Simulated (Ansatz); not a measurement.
Born–Oppenheimer molecular dynamics of C4H12OSi (18 atoms, charge 0, multiplicity 1). It starts from a relaxed structure.

Level of theory: RKS revPBE-D4/6-31G* in Ansatz 0.2.0.

```yaml
ensemble: NVE (Milne-controlled integrator)
time_step: 0.5 fs
steps_asked: 300
starting_velocities_drawn_for: 500 K
masses: H 2.014 u
seed: 357334
```

Frames 1 fs apart, positions in Å, forces in eV/Å.

Velocities at 40 fs (Å/ps):

```
Si 1.85 0.15 -2.43
O 1.52 5.32 -1.12
C -1.52 -3.74 1.79
H 6.00 9.94 -2.08
H -1.38 -7.06 -10.64
H 19.69 -6.09 -7.32
C -6.77 0.85 4.06
H -7.15 0.00 0.23
H -11.89 -1.43 19.70
H -3.40 -13.50 -0.41
C 1.68 -2.26 0.16
H -4.59 -5.53 -3.48
H -1.24 3.48 3.56
H 1.55 -3.15 -3.98
C 0.67 -2.09 0.76
H 5.03 -0.75 5.97
H -1.00 5.22 6.42
H -3.97 17.71 -5.60
```

```xyz
18
Properties=species:S:1:pos:R:3:forces:R:3 time_fs=40 energy_less_start_eV=0.708 T=158
Si -0.014 0.055 -0.147 -0.08 -1.74 -0.20
O 0.072 -0.166 1.506 -0.15 -0.14 1.26
C -0.970 -0.473 2.404 -0.83 0.42 0.49
H -1.799 -1.098 1.986 0.51 -0.13 0.04
H -0.584 -0.920 3.341 0.25 -0.41 -0.36
H -1.490 0.429 2.787 0.04 0.39 -0.27
C 1.825 -0.069 -0.421 1.17 -1.13 -0.04
H 2.160 -1.152 -0.234 -0.53 1.12 -0.17
H 2.227 0.201 -1.384 -0.03 0.03 -1.17
H 2.457 0.542 0.234 -0.30 0.21 0.63
C -1.007 1.596 -0.446 -0.30 0.40 0.83
H -1.975 1.272 0.000 -0.18 0.26 -0.57
H -0.685 2.393 0.264 0.21 -0.13 -0.39
H -1.118 2.016 -1.455 -0.16 -0.12 -0.02
C -0.907 -1.617 -0.714 -1.68 2.00 0.43
H -1.761 -1.742 0.030 0.72 0.05 -0.52
H -1.437 -1.656 -1.701 0.77 -0.14 0.29
H -0.210 -2.406 -0.510 0.57 -0.93 -0.25
18
Properties=species:S:1:pos:R:3:forces:R:3 time_fs=41 energy_less_start_eV=0.749 T=138
Si -0.013 0.055 -0.149 -0.24 -1.74 -0.03
O 0.074 -0.161 1.505 -0.19 -0.22 1.28
C -0.971 -0.476 2.406 -0.36 0.50 0.11
H -1.792 -1.088 1.984 0.24 -0.32 -0.07
H -0.585 -0.928 3.329 0.33 -0.51 -0.12
H -1.470 0.424 2.780 -0.21 0.68 -0.06
C 1.819 -0.069 -0.417 1.02 -1.34 0.17
H 2.152 -1.150 -0.234 -0.52 1.02 -0.17
H 2.216 0.200 -1.368 0.17 0.16 -1.64
H 2.453 0.529 0.235 -0.19 0.37 0.80
C -1.005 1.594 -0.446 -0.42 0.53 0.78
H -1.980 1.268 -0.005 -0.06 0.29 -0.59
H -0.686 2.397 0.266 0.16 -0.23 -0.47
H -1.117 2.013 -1.459 -0.15 -0.15 0.08
C -0.907 -1.619 -0.713 -1.90 2.46 0.44
H -1.754 -1.743 0.035 0.66 0.03 -0.50
H -1.436 -1.651 -1.694 0.68 -0.16 0.14
H -0.213 -2.391 -0.517 0.95 -1.37 -0.16
18
Properties=species:S:1:pos:R:3:forces:R:3 time_fs=42 energy_less_start_eV=0.759 T=133
Si -0.011 0.054 -0.151 -0.40 -1.72 0.16
O 0.075 -0.155 1.505 -0.22 -0.30 1.26
C -0.973 -0.480 2.408 0.11 0.60 -0.21
H -1.784 -1.080 1.982 -0.06 -0.50 -0.20
H -0.584 -0.939 3.318 0.39 -0.59 0.10
H -1.451 0.422 2.772 -0.42 0.91 0.14
C 1.813 -0.069 -0.413 0.93 -1.29 0.19
H 2.141 -1.142 -0.235 -0.45 0.77 -0.13
H 2.204 0.199 -1.359 0.28 0.23 -1.85
H 2.448 0.518 0.240 -0.11 0.49 0.89
C -1.004 1.592 -0.445 -0.51 0.59 0.66
H -1.985 1.264 -0.013 0.04 0.32 -0.58
H -0.686 2.398 0.266 0.13 -0.28 -0.50
H -1.116 2.009 -1.463 -0.12 -0.16 0.18
C -0.908 -1.618 -0.712 -1.74 2.62 0.48
H -1.744 -1.743 0.037 0.51 0.01 -0.39
H -1.432 -1.647 -1.687 0.54 -0.17 -0.07
H -0.210 -2.383 -0.523 1.08 -1.52 -0.12
18
Properties=species:S:1:pos:R:3:forces:R:3 time_fs=43 energy_less_start_eV=0.725 T=149
Si -0.009 0.052 -0.154 -0.55 -1.66 0.34
O 0.076 -0.151 1.506 -0.22 -0.37 1.20
C -0.975 -0.482 2.409 0.52 0.72 -0.42
H -1.776 -1.075 1.978 -0.32 -0.65 -0.31
H -0.581 -0.952 3.306 0.41 -0.61 0.25
H -1.435 0.425 2.764 -0.58 1.01 0.31
C 1.808 -0.071 -0.409 0.94 -0.95 -0.04
H 2.128 -1.131 -0.237 -0.33 0.37 -0.08
H 2.195 0.200 -1.359 0.28 0.23 -1.73
H 2.443 0.509 0.250 -0.09 0.54 0.88
C -1.003 1.591 -0.443 -0.58 0.59 0.48
H -1.990 1.262 -0.023 0.09 0.33 -0.53
H -0.685 2.399 0.264 0.11 -0.27 -0.48
H -1.116 2.004 -1.466 -0.09 -0.17 0.25
C -0.911 -1.615 -0.710 -1.16 2.43 0.56
H -1.732 -1.744 0.038 0.27 -0.03 -0.21
H -1.425 -1.644 -1.679 0.37 -0.17 -0.32
H -0.203 -2.381 -0.531 0.92 -1.33 -0.15
18
Properties=species:S:1:pos:R:3:forces:R:3 time_fs=44 energy_less_start_eV=0.665 T=178
Si -0.008 0.051 -0.156 -0.69 -1.57 0.53
O 0.077 -0.146 1.507 -0.22 -0.43 1.12
C -0.977 -0.484 2.411 0.79 0.86 -0.51
H -1.770 -1.072 1.974 -0.51 -0.71 -0.37
H -0.576 -0.968 3.296 0.37 -0.56 0.32
H -1.421 0.432 2.758 -0.64 0.94 0.41
C 1.804 -0.073 -0.404 1.05 -0.34 -0.46
H 2.114 -1.118 -0.239 -0.16 -0.15 -0.01
H 2.186 0.202 -1.367 0.19 0.15 -1.32
H 2.437 0.503 0.263 -0.12 0.51 0.76
C -1.003 1.590 -0.441 -0.60 0.53 0.26
H -1.995 1.262 -0.036 0.10 0.32 -0.45
H -0.684 2.399 0.260 0.11 -0.21 -0.40
H -1.117 1.998 -1.467 -0.05 -0.16 0.28
C -0.915 -1.610 -0.708 -0.28 1.96 0.60
H -1.718 -1.744 0.037 -0.03 -0.08 0.03
H -1.417 -1.641 -1.673 0.18 -0.16 -0.56
H -0.192 -2.386 -0.539 0.52 -0.88 -0.22
18
Properties=species:S:1:pos:R:3:forces:R:3 time_fs=45 energy_less_start_eV=0.613 T=204
Si -0.007 0.048 -0.158 -0.82 -1.46 0.70
O 0.078 -0.141 1.509 -0.20 -0.48 1.01
C -0.978 -0.486 2.412 0.90 0.99 -0.50
H -1.766 -1.073 1.967 -0.57 -0.67 -0.36
H -0.570 -0.987 3.287 0.28 -0.45 0.29
H -1.410 0.444 2.754 -0.63 0.69 0.45
C 1.801 -0.076 -0.400 1.21 0.42 -0.96
H 2.098 -1.106 -0.241 0.03 -0.73 0.06
H 2.179 0.204 -1.382 0.06 0.03 -0.73
H 2.430 0.499 0.280 -0.21 0.42 0.55
C -1.003 1.590 -0.439 -0.59 0.40 0.02
H -1.999 1.263 -0.051 0.07 0.30 -0.34
H -0.682 2.397 0.254 0.11 -0.11 -0.28
H -1.118 1.992 -1.468 -0.01 -0.13 0.26
C -0.919 -1.604 -0.706 0.69 1.38 0.55
H -1.705 -1.745 0.037 -0.36 -0.15 0.29
H -1.408 -1.639 -1.670 0.02 -0.14 -0.74
H -0.178 -2.395 -0.548 0.02 -0.33 -0.28
18
Properties=species:S:1:pos:R:3:forces:R:3 time_fs=46 energy_less_start_eV=0.590 T=215
Si -0.006 0.045 -0.160 -0.92 -1.31 0.86
O 0.079 -0.137 1.512 -0.18 -0.51 0.88
C -0.978 -0.486 2.413 0.85 1.07 -0.42
H -1.764 -1.077 1.959 -0.50 -0.52 -0.28
H -0.562 -1.008 3.280 0.15 -0.27 0.18
H -1.402 0.459 2.752 -0.55 0.31 0.44
C 1.799 -0.079 -0.397 1.36 1.16 -1.40
H 2.083 -1.098 -0.243 0.21 -1.24 0.12
H 2.172 0.206 -1.400 -0.07 -0.09 -0.12
H 2.423 0.497 0.300 -0.31 0.29 0.30
C -1.004 1.590 -0.437 -0.54 0.23 -0.22
H -2.003 1.265 -0.068 0.00 0.26 -0.21
H -0.680 2.395 0.246 0.13 0.03 -0.14
H -1.119 1.984 -1.466 0.03 -0.09 0.20
C -0.923 -1.597 -0.703 1.51 0.79 0.37
H -1.693 -1.747 0.038 -0.64 -0.21 0.51
H -1.398 -1.638 -1.671 -0.09 -0.10 -0.78
H -0.164 -2.405 -0.559 -0.44 0.20 -0.30
18
Properties=species:S:1:pos:R:3:forces:R:3 time_fs=47 energy_less_start_eV=0.593 T=213
Si -0.005 0.042 -0.162 -1.00 -1.14 1.01
O 0.080 -0.133 1.516 -0.14 -0.53 0.74
C -0.978 -0.486 2.413 0.70 1.07 -0.31
H -1.766 -1.083 1.949 -0.34 -0.30 -0.13
H -0.553 -1.031 3.273 -0.01 -0.05 0.03
H -1.397 0.475 2.753 -0.44 -0.12 0.40
C 1.798 -0.080 -0.395 1.48 1.66 -1.70
H 2.069 -1.095 -0.244 0.33 -1.52 0.15
H 2.164 0.208 -1.418 -0.15 -0.19 0.41
H 2.414 0.497 0.321 -0.40 0.15 0.02
C -1.005 1.590 -0.434 -0.46 0.03 -0.43
H -2.007 1.269 -0.086 -0.09 0.22 -0.07
H -0.677 2.393 0.238 0.15 0.17 0.01
H -1.119 1.977 -1.465 0.07 -0.03 0.11
C -0.925 -1.589 -0.699 2.04 0.28 0.11
H -1.685 -1.750 0.042 -0.81 -0.25 0.62
H -1.389 -1.638 -1.675 -0.13 -0.06 -0.68
H -0.151 -2.415 -0.571 -0.80 0.61 -0.29
18
Properties=species:S:1:pos:R:3:forces:R:3 time_fs=48 energy_less_start_eV=0.605 T=207
Si -0.005 0.038 -0.163 -1.03 -0.95 1.15
O 0.080 -0.130 1.519 -0.10 -0.53 0.59
C -0.977 -0.485 2.413 0.49 0.97 -0.21
H -1.768 -1.091 1.939 -0.11 -0.03 0.05
H -0.545 -1.053 3.267 -0.17 0.18 -0.13
H -1.394 0.491 2.755 -0.34 -0.53 0.35
C 1.798 -0.080 -0.395 1.55 1.79 -1.83
H 2.056 -1.099 -0.244 0.37 -1.48 0.14
H 2.156 0.209 -1.435 -0.17 -0.25 0.81
H 2.403 0.497 0.342 -0.46 0.02 -0.24
C -1.006 1.591 -0.433 -0.37 -0.16 -0.58
H -2.011 1.274 -0.104 -0.19 0.18 0.07
H -0.674 2.392 0.230 0.16 0.29 0.15
H -1.119 1.969 -1.462 0.11 0.03 -0.02
C -0.926 -1.580 -0.696 2.21 -0.17 -0.17
H -1.680 -1.754 0.048 -0.82 -0.26 0.57
H -1.381 -1.637 -1.682 -0.12 0.00 -0.45
H -0.143 -2.422 -0.585 -1.02 0.90 -0.23
18
Properties=species:S:1:pos:R:3:forces:R:3 time_fs=49 energy_less_start_eV=0.613 T=204
Si -0.005 0.034 -0.164 -1.03 -0.74 1.27
O 0.081 -0.127 1.523 -0.06 -0.52 0.43
C -0.975 -0.483 2.413 0.28 0.80 -0.14
H -1.772 -1.099 1.929 0.11 0.23 0.23
H -0.537 -1.075 3.259 -0.31 0.39 -0.26
H -1.392 0.505 2.759 -0.25 -0.86 0.31
C 1.800 -0.079 -0.395 1.57 1.53 -1.79
H 2.045 -1.111 -0.244 0.34 -1.11 0.08
H 2.147 0.210 -1.448 -0.13 -0.26 1.06
H 2.389 0.497 0.362 -0.47 -0.08 -0.46
C -1.008 1.591 -0.431 -0.27 -0.32 -0.67
H -2.016 1.280 -0.122 -0.27 0.15 0.19
H -0.669 2.392 0.222 0.15 0.36 0.24
H -1.119 1.962 -1.460 0.15 0.09 -0.16
C -0.924 -1.572 -0.693 2.04 -0.55 -0.40
H -1.679 -1.759 0.058 -0.67 -0.23 0.37
H -1.373 -1.637 -1.692 -0.07 0.07 -0.14
H -0.140 -2.425 -0.599 -1.10 1.04 -0.16
18
Properties=species:S:1:pos:R:3:forces:R:3 time_fs=50 energy_less_start_eV=0.614 T=203
Si -0.005 0.030 -0.164 -0.98 -0.52 1.38
O 0.082 -0.124 1.528 -0.01 -0.49 0.27
C -0.974 -0.481 2.413 0.09 0.57 -0.09
H -1.774 -1.106 1.920 0.29 0.46 0.38
H -0.531 -1.095 3.251 -0.43 0.58 -0.34
H -1.392 0.514 2.764 -0.18 -1.09 0.27
C 1.802 -0.077 -0.398 1.48 0.98 -1.61
H 2.036 -1.127 -0.244 0.26 -0.53 0.00
H 2.138 0.208 -1.456 -0.05 -0.24 1.14
H 2.374 0.497 0.380 -0.43 -0.14 -0.62
C -1.010 1.591 -0.431 -0.17 -0.41 -0.69
H -2.023 1.286 -0.139 -0.31 0.13 0.30
H -0.664 2.394 0.216 0.11 0.36 0.27
H -1.119 1.955 -1.458 0.19 0.15 -0.29
C -0.922 -1.564 -0.690 1.61 -0.85 -0.56
H -1.681 -1.765 0.068 -0.41 -0.15 0.06
H -1.365 -1.637 -1.702 -0.02 0.15 0.18
H -0.141 -2.422 -0.614 -1.05 1.05 -0.06
18
Properties=species:S:1:pos:R:3:forces:R:3 time_fs=51 energy_less_start_eV=0.613 T=203
Si -0.006 0.025 -0.164 -0.90 -0.30 1.47
O 0.082 -0.121 1.532 0.05 -0.44 0.11
C -0.972 -0.478 2.413 -0.06 0.33 -0.06
H -1.776 -1.111 1.913 0.41 0.63 0.48
H -0.527 -1.112 3.241 -0.50 0.71 -0.36
H -1.393 0.518 2.771 -0.13 -1.20 0.25
C 1.806 -0.073 -0.401 1.27 0.29 -1.30
H 2.028 -1.146 -0.243 0.19 0.11 -0.09
H 2.128 0.206 -1.458 0.08 -0.17 1.07
H 2.357 0.497 0.395 -0.34 -0.15 -0.72
C -1.012 1.590 -0.431 -0.10 -0.43 -0.65
H -2.031 1.294 -0.154 -0.31 0.12 0.38
H -0.659 2.397 0.211 0.05 0.29 0.24
H -1.117 1.948 -1.458 0.22 0.19 -0.38
C -0.918 -1.557 -0.687 1.03 -1.06 -0.65
H -1.685 -1.772 0.080 -0.10 -0.05 -0.29
H -1.358 -1.635 -1.711 0.02 0.23 0.47
H -0.148 -2.415 -0.630 -0.88 0.92 0.04
```

Of the whole run (150 fs, mean temperature of the second half 242 K): The conserved energy stayed within 0.0051 meV per atom of its start (net change -0.00056 meV per atom), so the integration is sound. Over the second half the temperature averaged 0.48 of the 500 K drawn at the start: a run that starts near a minimum puts about half its kinetic energy into the potential. A run of 0.15 ps of so small a system gives no equilibrium averages.

Time of the run: 31 min on 2 threads of Intel(R) Xeon(R) Processor @ 2.50GHz (Skylake/Cascade Lake), with other jobs on the host, peak memory 0.2 GiB.
